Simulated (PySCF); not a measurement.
**Sn⁺ (tin, charge +1) across methods**

[Kr] 4d10 5s2 5p1, 2P determinant. All numbers are calculated (PySCF 2.14, the spin-free X2C one-electron Hamiltonian (Gaussian nucleus), in x2c-TZVPPall).

| method | E (hartree) | mean ε 5s α (eV) | mean ε 5s β (eV) | mean ε 5p α (eV) | Σ⟨r²⟩ (bohr²) | ⟨S²⟩ |
| --- | --- | --- | --- | --- | --- | --- |
| PBE0 | -6175.85 | -19.252 | -18.295 | -11.617 | 45.50 | 0.753 |
| r2SCAN | -6176.20 | -18.368 | -17.568 | -10.938 | 45.46 | 0.754 |
| M06 | -6176.31 | -19.178 | -18.857 | -11.267 | 45.52 | 0.751 |
| wB97X-V | -6175.90 | -21.654 | -20.630 | -13.662 | 45.52 | 0.753 |
| PBE | -6175.77 | -18.070 | -17.411 | -10.621 | 45.50 | 0.751 |
| MN15 | -6180.27 | -20.035 | -19.206 | -12.206 | 45.39 | 0.753 |
| PBEsol | -6172.92 | -18.141 | -17.460 | -10.622 | 45.37 | 0.751 |
| LDA | -6170.18 | -18.400 | -17.828 | -10.696 | 45.34 | 0.751 |
| UHF | -6173.49647 | -21.932 | -19.935 | -13.999 | 46.31 | 0.760 |
